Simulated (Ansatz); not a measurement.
I2Mg, SMILES [I][Mg-][I], charge -1, multiplicity 2.

Coordinates come from a B3LYP-D3(BJ)/def2-SVPD optimisation. The def2 effective core potentials stand for the cores of I; spin–orbit coupling is left out.

Two levels are set side by side: PBE/def2-SVPD (Ansatz, a first-principles code) and CAM-B3LYP/def2-SVPD (Ansatz). Energy differences of separate SCF runs at the same geometry; the states with an electron removed or added have multiplicity 1. Differences are taken from unrounded values.

```csv
quantity,CAM-B3LYP,PBE,PBE minus CAM-B3LYP
vertical ionisation energy (eV),2.32,2.19,-0.13
```
